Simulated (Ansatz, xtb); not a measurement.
# Ranking isomers of C3H5ClSeSi

4 gas-phase structures of C3H5ClSeSi, from a drawn sample of its isomers (lower ones may exist). Each was relaxed with GFN2-xTB; where two conformers were screened, the lower at r2SCAN-D4/def2-SVP is listed:

A. `C=C1C[Si@H](Cl)[Se]1`, a singlet
B. `C#C[Si@H](Cl)[Se]C`, a singlet
C. `C#CC[Se][SiH2]Cl`, a singlet
D. `ClC1=CC[Se][SiH2]1`, a singlet

Q: Estimate their order in r2SCAN-D4/def2-SVP energy at these geometries, lowest first.

A: Calculated order at r2SCAN-D4/def2-SVP: A (0.0), B (94.8), D (100.3), C (147.0) kJ/mol.

Energies above the lowest of each column, in kJ/mol; the last columns are at PBE-D3(BJ)/def2-SVP geometries and were run for some of them only (a dash: not run or not comparable):

```tsv
structure	GFN2-xTB	HF/STO-3G	r2SCAN-D4/def2-SVP	PBE-D3(BJ)/def2-SVP	CCSD(T)/def2-SVP + ΔMP2/def2-TZVPP
A	0.0	0.0	0.0	0.0	0.0
B	101.1	93.7	94.8	102.7	66.2
D	51.5	73.4	100.3	99.8	104.7
C	71.3	160.7	147.0	–	–
```

Every level run on A puts it lowest or level with the lowest. Flexible structures stand in one conformer each, not always the lowest. Frequencies (GFN2-xTB) were run for A, B, D alone. The ΔMP2 step shifts differences by up to 12.7 kJ/mol, which makes them less sure. ΔMP2 is the change of the MP2 energy from the smaller to the larger basis.

Over these structures GFN2-xTB departs from r2SCAN-D4/def2-SVP by 32.7 kJ/mol on average once a common shift is removed. A GFN2-xTB relaxation took about 0.13 s and the r2SCAN-D4/def2-SVP energy about 1.8 s on a shared host (Ansatz 0.2.0, xtb 6.7.1).
